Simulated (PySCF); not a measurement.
2-methylhexane, C₇H₁₆.
Bonds: C1–C2, C2–C3, C3–C4, C4–C5, C5–C6, C5–C7. Hydrogens: H8, H9, H10 on C1; H11, H12 on C2; H13, H14 on C3; H15, H16 on C4; H17 on C5; H18, H19, H20 on C6; H21, H22, H23 on C7.

Computed by this run: PBE0-D3(BJ)/def2-SVP geometry optimisation, gas phase (PySCF); density fitting, grid level 2; the optimiser is geomeTRIC in internal coordinates, started from a GFN2-xTB structure.

Step 0: E = -7506.6706 eV
```
atom  x, y, z in Å  |  force x, y, z in eV/Å
C1     -3.3626    0.8108   -0.1917    0.390  -0.514  -0.254
C2     -2.2231   -0.1337   -0.5549    0.024   0.749   0.495
C3     -0.8952    0.3172    0.0506   -0.085  -0.829  -0.612
C4      0.2479   -0.6251   -0.3216    0.049   0.646   0.744
C5      1.5760   -0.2939    0.3683    0.191  -0.154  -0.729
C6      2.1159    1.0695   -0.0576   -0.269  -0.512   0.378
C7      2.6057   -1.3781    0.0535   -0.425   0.431   0.318
H8     -3.1554    1.8159   -0.5533    0.025   0.455  -0.122
H9     -4.2971    0.4731   -0.6338   -0.448  -0.051  -0.138
H10    -3.4907    0.8568    0.8877   -0.107   0.073   0.456
H11    -2.1247   -0.1821   -1.6421    0.042  -0.122  -0.363
H12    -2.4597   -1.1400   -0.2010   -0.044  -0.380   0.030
H13    -0.6740    1.3262   -0.3018    0.071   0.399  -0.021
H14    -0.9905    0.3570    1.1388   -0.017   0.105   0.380
H15     0.3937   -0.6063   -1.4046    0.061  -0.078  -0.405
H16    -0.0387   -1.6444   -0.0484   -0.097  -0.354   0.004
H17     1.4082   -0.2782    1.4515   -0.070  -0.011   0.302
H18     2.2191    1.1139   -1.1398    0.068   0.064  -0.491
H19     3.0938    1.2417    0.3869    0.410   0.152   0.150
H20     1.4552    1.8711    0.2613   -0.236   0.418   0.075
H21     3.5456   -1.1727    0.5611    0.443   0.019   0.174
H22     2.2499   -2.3550    0.3737   -0.096  -0.450   0.100
H23     2.7959   -1.4168   -1.0173    0.120  -0.057  -0.470
```

Q: Estimate the geometry and energy of step 1. (The exact step hangs on the optimiser's Hessian estimate; all steps are aligned on step 0, rigid shifts and turns removed.)

A: E = -7506.7378 eV, largest force 0.174 eV/Å
```
atom  x, y, z in Å  |  force x, y, z in eV/Å
C1     -3.3802    0.8134   -0.2015   -0.048   0.079   0.043
C2     -2.2338   -0.1186   -0.5479    0.029  -0.149  -0.086
C3     -0.9004    0.3048    0.0508    0.012   0.145   0.097
C4      0.2503   -0.6244   -0.3008   -0.002  -0.114  -0.119
C5      1.5934   -0.2996    0.3548   -0.074   0.035   0.135
C6      2.1205    1.0713   -0.0507    0.040   0.061  -0.041
C7      2.6183   -1.3827    0.0474    0.055  -0.062  -0.035
H8     -3.1856    1.8374   -0.5632   -0.012  -0.031   0.015
H9     -4.3303    0.4789   -0.6471    0.028   0.003   0.008
H10    -3.5282    0.8748    0.8900    0.000   0.003  -0.037
H11    -2.1289   -0.1870   -1.6473   -0.010  -0.004   0.055
H12    -2.4720   -1.1443   -0.2081    0.006   0.050  -0.027
H13    -0.6727    1.3341   -0.2838   -0.006  -0.052   0.028
H14    -0.9987    0.3628    1.1527    0.007   0.005  -0.058
H15     0.3885   -0.6362   -1.4009   -0.018  -0.011   0.061
H16    -0.0340   -1.6578   -0.0263    0.019   0.043  -0.013
H17     1.4301   -0.2888    1.4518    0.018  -0.003  -0.065
H18     2.2484    1.1293   -1.1464    0.002   0.007   0.041
H19     3.1022    1.2711    0.4085   -0.025  -0.002  -0.010
H20     1.4445    1.8864    0.2502    0.007  -0.024  -0.008
H21     3.5771   -1.1869    0.5544   -0.026  -0.005  -0.014
H22     2.2660   -2.3773    0.3658    0.004   0.027  -0.008
H23     2.8210   -1.4337   -1.0369   -0.007  -0.002   0.037
```

The energy changes by -0.0672 eV. The first-order estimate −F·Δx gives -0.1494 eV and the mean of the old and new forces, exact on a quadratic surface, -0.0675 eV. The step makes an angle of 65° with the force vector and moves no atom by more than 0.042 Å.

What follows is the cost of the whole optimisation. Hardware: one thread, Intel Xeon Platinum 8488C (x86_64), no GPU, shared host. Cost: 59 s, 0.81 GiB resident at most.
